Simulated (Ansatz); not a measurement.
Ansatz (a quantum-chemistry and plane-wave program) input for HSe, SMILES [SeH] (connectivity only; charge and spin as stated), charge -1, multiplicity 1, PBE/def2-TZVPD. Geometry: PBE0-D3(BJ)/def2-TZVPD. The multiplicity is an assumed one; other spin states were not compared.

Ansatz 0.2 input:
```yaml
crystal:
  periodic: [false, false, false]
  atoms:
    - {symbol: Se, position_ang: [0.00000000, 0.00000000, -0.04209649]}
    - {symbol: H, position_ang: [0.00000000, 0.00000000, 1.43128064]}
basis:
  gaussian:
    orbitals: def2-TZVPD
hamiltonian:
  xc: {name: PBE}
total_charge: -1
```

Output:

```
WARN ansatz: RAYON_NUM_THREADS=1 ignored (pool sized by the plan → 1); use --threads N
Functional definition: PBE
integrals: 0.01 GiB planned
474 factors; their error is unknown
mean field: 0.12 GiB planned
mean field evaluation 1: about -65355.5100 eV, gradient 3.4e1 eV
mean field evaluation 2: about -65352.9456 eV, gradient 5.1e1 eV
mean field evaluation 4: about -65357.2693 eV, gradient 1.9e0 eV
mean field evaluation 8: about -65357.2702 eV, gradient 6.9e-3 eV
mean field -65357.27023713 eV, -2401.8353804656 hartree, gradient 2.4e-5 eV, S^2 0.000000; 0 other end points of the search recorded, 0 dependent functions left out
reference -65357.27027013 eV, -2401.8353816783 hartree; 18, 18 occupied and 48, 48 virtual orbitals, 474 factors
Total energy: -65357.27027013 eV, -2401.8353816783 hartree
```

Self-consistency was reached.
